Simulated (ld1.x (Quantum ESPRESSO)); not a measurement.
# Ranking TM potentials for palladium (Pd)

All share these settings but for the change named:

ld1.x (Quantum ESPRESSO) 7.5 input, shortened:

```
&input
   title='Pd', zed=46., rel=1, dft='PZ', iswitch=3,
   config='[Kr] 4d8 5s0 5p0'
 /
 &inputp
   pseudotype=2, tm=.true., lloc=0,
   nlcc=.true., new_core_ps=.true., rcore=1.10
 /
3
4P  2  1   6.00   0.00  1.20  1.20  0.0
4D  3  2   8.00   0.00  1.20  1.20  0.0
4S  1  0   2.00   0.00  1.40  1.40  0.0
 &test
   configts(1)='4s2 4p6 4d8 5s0 5p0'
 /
```

Test errors are all-electron minus pseudo excitation energies from the reference, over 4s2 4p6 4d10 5s0 5p0; 4s2 4p6 4d9 5s0 5p0; 4s2 4p6 4d7 5s0 5p0; 4s2 4p6 4d6 5s0 5p0; 4s2 4p6 4d9.5 5s0 5p0; 4s2 4p5 4d10 5s0 5p0; 4s1 4p6 4d10 5s0 5p0. None of these files shows a bound ghost.

The base gives 146.9 meV.

Of 6 variants that were run, those that failed, showed a ghost or another fault, or gave nearly equal values are left out.

A variant can come out equal or close to the base, since the largest error may sit in a test that the change hardly touches while other tests move.

Q: Rank these variants by their largest absolute test error, smallest first.
A. all radii but the core radius scaled by about 1.03 (s 1.44, p 1.24, d 1.24 bohr)
B. all radii but the core radius scaled by about 1.24 (s 1.74, p 1.48, d 1.48 bohr)
C. all radii but the core radius scaled by about 1.11 (s 1.56, p 1.32, d 1.32 bohr)

A: A (165.1 meV), C (225.3 meV), B (319.1 meV).
